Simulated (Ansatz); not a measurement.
H5N2Sb (`[NH2][SbH][NH2]`), relaxed with RKS PBE0-D4/def2-TZVP in Ansatz from a PBE-D4/def2-SVP geometry. The force threshold is 0.005 eV/Å; the program also tests the step.

Total charge 0; spin multiplicity 1. Sb takes the def2 core potential.

Start:

```xyz
8

N     0.217   -0.634    1.328
Sb    0.802    0.765   -0.117
N    -0.181   -0.308   -1.596
H     1.024   -1.218    1.593
H    -0.076   -0.142    2.184
H    -0.469    1.838    0.467
H    -0.149    0.162   -2.510
H    -1.168   -0.463   -1.349
```

| step | energy (eV) | largest force (eV/Å) | largest move (Å) |
| --- | --- | --- | --- |
| 1 | -9597.1321 | 1.002 | 0.000 |
| 2 | -9597.1924 | 0.326 | 0.128 |
| 3 | -9597.2076 | 0.147 | 0.057 |
| 4 | -9597.2097 | 0.176 | 0.083 |
| 5 | -9597.2137 | 0.060 | 0.042 |
| 6 | -9597.2142 | 0.032 | 0.025 |
| 7 | -9597.2143 | 0.018 | 0.013 |
| 8 | -9597.2144 | 0.009 | 0.007 |
| 9 | -9597.2144 | 0.005 | 0.005 |

End:

```xyz
8

N     0.292   -0.620    1.328
Sb    0.782    0.724   -0.117
N    -0.236   -0.261   -1.559
H     1.080   -1.171    1.640
H    -0.135   -0.189    2.138
H    -0.463    1.784    0.446
H    -0.094    0.106   -2.491
H    -1.226   -0.372   -1.385
```

Hardware: 2 threads of an Arm Neoverse V1 on a shared host. Wall time 27 s, peak host memory 0.28 GiB.
